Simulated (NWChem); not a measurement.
System: ZnCl2; SMILES [Cl][Zn][Cl]

Program: NWChem. Pople sets run with spherical d functions. STO-3G and 3-21G are far too small for this property and stand as cheap habits. Structure relaxed at the PBE0/def2-SVP level. Vertical excitations in the gas phase; the lowest state need not have the same character in each row.

Q: Order these runs by computing time, cheapest first, and give rough ratios: Hartree-Fock/3-21G, CIS; Hartree-Fock/def2-SVPD, CIS; Hartree-Fock/aug-cc-pVDZ, CIS.

A: Hartree-Fock/3-21G, CIS (1), Hartree-Fock/def2-SVPD, CIS (7), Hartree-Fock/aug-cc-pVDZ, CIS (800). Ratios are rough, from one shared machine; the cheapest took roughly 6 core-seconds. What differs between the cheapest and the dearest: lowest excitation, singlet (eV) 7.25 → 7.42; lowest state with f > 0.02, singlet (eV) 7.81 → 7.91; orbital gap (eV) 13.27 → 12.77.
